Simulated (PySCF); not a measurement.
Structure with atom numbers: `[CH3:1][C@@H:2]1[CH:3]=[C:4]1[SiH3:5]`. Each H is labelled by its parent atom.

Geometry: PBE0-D3(BJ)/def2-SVP; GIAO shifts from PySCF, gas phase, non-relativistic, averaged over equivalent atoms.

At PBE0/def2-SVP (114 basis functions, 8.4 s wall time on 1 thread of an Arm Neoverse V1, shared host):
```tsv
atoms	δ (ppm)
C3	140.1
C4	119.7
C1	22.3
C2	14.9
Si5	-83.6
H(C3)	8.29
H(Si5)	4.39
H(C2)	1.43
H(C1)	0.90
```

δ = σ(ref) − σ, references computed at the same level: TMS for 13C (σ = 193.72 ppm) and 29Si (σ = 407.17 ppm) and 1H (σ = 31.34 ppm).

Predict the values at PBE0/pcSseg-2 on the same geometry.

Results:


| atoms | δ at PBE0/pcSseg-2 | change |
| --- | --- | --- |
| C3 | 152.5 | +12.4 |
| C4 | 131.7 | +12.0 |
| C1 | 25.4 | +3.1 |
| C2 | 17.8 | +2.9 |
| Si5 | -85.6 | -2.0 |
| H(C3) | 8.56 | +0.27 |
| H(Si5) | 4.41 | +0.02 |
| H(C2) | 1.73 | +0.30 |
| H(C1) | 1.08 | +0.18 |

δ = σ(ref) − σ, references computed at the same level: 13C (σref 184.13) and 29Si (σref 341.29) and 1H (σref 31.25) against TMS.

The largest change is at C3 (alkene CH). Cost: 299 basis functions, 40 s wall time on 1 thread of an Arm Neoverse V1, shared host. The order of the carbon signals is the same at both levels.
